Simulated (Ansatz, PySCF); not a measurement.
Species: sum formula AlOCl (charge 0, singlet). SMILES: [O]=[Al][Cl]
Geometry: optimised at B3LYP-D3(BJ)/def2-TZVP (Ansatz, a program for electronic structure).

Property: vertical ionisation energy (to the doublet state of charge +1; each state is the SCF solution reached for its spin), in eV. Correlated levels leave the core frozen unless marked. UHF or UKS for open shells. No spin-orbit coupling. Non-relativistic. 

| level | program | vertical ionisation energy (eV) |
|---|---|---|
| SVWN5/def2-TZVPD | Ansatz | 10.79 |
| CAM-B3LYP/def2-TZVPD | Ansatz | 10.20 |
| wB97M-V/def2-TZVPD | Ansatz | 10.11 |
| CCSD/aug-cc-pV(T+d)Z | Ansatz | 10.00 |
| CCSD(T)/aug-cc-pV(D+d)Z | Ansatz | 10.17 |
| CCSD(T)/aug-cc-pV(T+d)Z | Ansatz | 10.25 |

For comparison, minus the highest occupied orbital energy (PySCF): 6.83 eV at SVWN5/def2-TZVPD, 6.64 eV at TPSS/def2-TZVPD, 8.79 eV at MN15/def2-TZVPD.
